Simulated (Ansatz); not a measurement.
The cluster B7⁻, relaxed as a singlet with RKS PBE-D4/def2-SVPD in Ansatz, starting from the GFN1-xTB geometry. Force threshold 0.02 eV/Å.

The structure comes from a short search, and lower isomers may exist.

Start:

```csv
atom,x (Å),y (Å),z (Å)
B1,-0.734,1.392,-0.281
B2,0.790,-1.555,1.262
B3,0.165,-1.322,-0.122
B4,1.276,-0.116,1.127
B5,-1.120,0.930,-1.683
B6,0.396,1.092,0.738
B7,-0.772,-0.421,-1.042
```

Q: Estimate the energy that the relaxation releases and the steps that it takes.

A: 32.7 kcal/mol, in 7 steps; 6.5 s on 4 threads of Arm Neoverse V2 on a shared host. No frequencies were taken in this run, so the end may be a saddle point.

Q: Does the start keep its bonding?

A: Bonds formed: B3–B6, B6–B7 (atoms count from 1). The end is the same structure that another start reached.

Q: Predict the relaxed structure.

A: 
```xyz
7

B    -0.622    1.567   -0.601
B     1.119   -1.789    1.226
B     0.227   -1.090    0.144
B     1.086   -0.274    1.396
B    -1.421    0.949   -1.742
B     0.275    0.767    0.473
B    -0.663   -0.130   -0.896
```
Bond lengths: 11 × B–B 1.52 to 1.89 Å.
